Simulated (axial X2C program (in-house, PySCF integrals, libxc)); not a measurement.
**Potential curves of CaN⁺, two-component**

All values were computed with an axial X2C code built on PySCF integrals. Two-component (2c) means X2C with spin–orbit coupling and atomic mean-field two-electron Coulomb and Gaunt terms. Basis: Ca dyall-cv3z [11s12p6d4f], N dyall-av3z [7s7p3d2f] (cores contracted in-house); Gaussian nuclei, density fitting, unrestricted open shells. Masses: Ca 39.963 u, N 14.003 u.

State: Ω = 1 (⟨Sz⟩ = 1.00, ⟨Lz⟩ = 0.00 at TPSSh). Energies in eV from the fragments at the same level (Ca+ + N). Fits are polynomials in 1 − R0/R over 0.85 to 1.23 times the lowest point R0.

```
 R (Å)    TPSSh  CCSD(T)      MP2
1.8627  -1.3405           -0.2141
1.9483  -1.7237  -0.6931  -0.6269
2.0125  -1.8921  -0.8924  -0.8164
2.0768  -1.9821  -1.0122  -0.9266
2.1410  -2.0107  -1.0697  -0.9747
2.2159  -1.9851  -1.0781  -0.9712
2.2909  -1.9128  -1.0405  -0.9179
2.3872  -1.7734                  
2.5050  -1.5614                  
2.6763  -1.2272
```

Correlated methods: 14 electrons correlated (number of frozen shells: Ca 2 s, 1 p; N 1 s), 252 virtual spin orbitals or spinors in MP2.

The state is one determinant whose occupation by symmetry is held fixed; it was picked as the lowest of a PBE0 search that is not exhaustive. De is counted from the lowest determinant-based energies of the atoms at the same level, without counterpoise correction. Density functionals use the spin component along the axis (collinear). Coupled cluster ran in a truncated set of natural virtual spinors; the MP2 energy of the rest was added. (T) has no such correction and the atoms are truncated less, which lowers De at CCSD(T) by a hundredth of an eV or more. Other states lie close and PBE0, whose exact exchange favours high spin, may order them wrongly; the determinant shown need not be the ground state. The nearest other 2c determinant of the search, Ω = 2, lies 0.41 eV up at the distance of the search. With several unpaired electrons one determinant need not be a pure state. Open-shell Ω = 0 determinants with evenly filled partner blocks cannot be reached by this program, so the Ω shown need not be the lowest component. This is the Ω = 1 component of a π² triplet; the 0⁺ component is not one determinant and can lie lowest. Some points did not converge and are left out. Coupled cluster ran on the points near the minimum only. MP2 and coupled cluster on one determinant become unreliable at the stretched end.

**Question.** Fit the TPSSh curve near its minimum: give the equilibrium distance, the harmonic wavenumber and the well depth.

**Answer.** At TPSSh, 2c: Re = 2.145 Å, ωe ≈ 542 cm⁻¹, De = 2.01 eV to Ca+ + N; Be follows as 0.353 cm⁻¹.

**Question.** Fit the CCSD(T) curve near its minimum: give the equilibrium distance, the harmonic wavenumber and the well depth.

**Answer.** At CCSD(T), 2c: Re = 2.189 Å, ωe ≈ 491 cm⁻¹, De = 1.08 eV to Ca+ + N; Be follows as 0.339 cm⁻¹.

**Question.** Fit the MP2 curve near its minimum: give the equilibrium distance, the harmonic wavenumber and the well depth.

**Answer.** At MP2, 2c: Re = 2.173 Å, ωe ≈ 517 cm⁻¹, De = 0.98 eV to Ca+ + N; Be follows as 0.344 cm⁻¹.
